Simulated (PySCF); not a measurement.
Be(Et) (C2H5Be), SMILES [CH2]([Be+])C, charge +1. Atoms are numbered in the order given.

```xyz
8

Be    -0.6327     1.6935     0.0000
C      0.4377     0.3834     0.0000
C     -0.2019    -1.0115     0.0000
H      1.0633     0.5596    -0.8838
H      1.0633     0.5596     0.8838
H     -0.8090    -1.1892     0.8857
H     -0.8090    -1.1892    -0.8857
H      0.6074    -1.7465     0.0000
```
Charge +1, spin multiplicity 1.

Geometry optimised at B3LYP-D3(BJ)/def2-TZVP. The multiplicity is an assumed one; other spin states were not compared. The isomer is the one that the SMILES or the coordinates give; other isomers of the formula were not compared.

Two levels are set side by side: PBE/pcSseg-2 (PySCF) and B3LYP/pcSseg-2 (PySCF). GIAO shifts against TMS (¹H), TMS (¹³C) at the same level; non-relativistic, no solvent, atoms listed together averaged. Differences are taken from unrounded values.

| quantity | B3LYP | PBE | PBE minus B3LYP |
|---|---|---|---|
| δ(¹³C) of C2 (ppm) | 31.9 | 35.5 | 3.7 |
| δ(¹³C) of C3 (ppm) | 17.1 | 19.7 | 2.6 |
| δ(¹H) of H4, H5 (ppm) | 3.31 | 3.62 | 0.31 |

Rough cost on one machine, each run with all the roots and properties that it gave: B3LYP against PBE within a factor of 2.
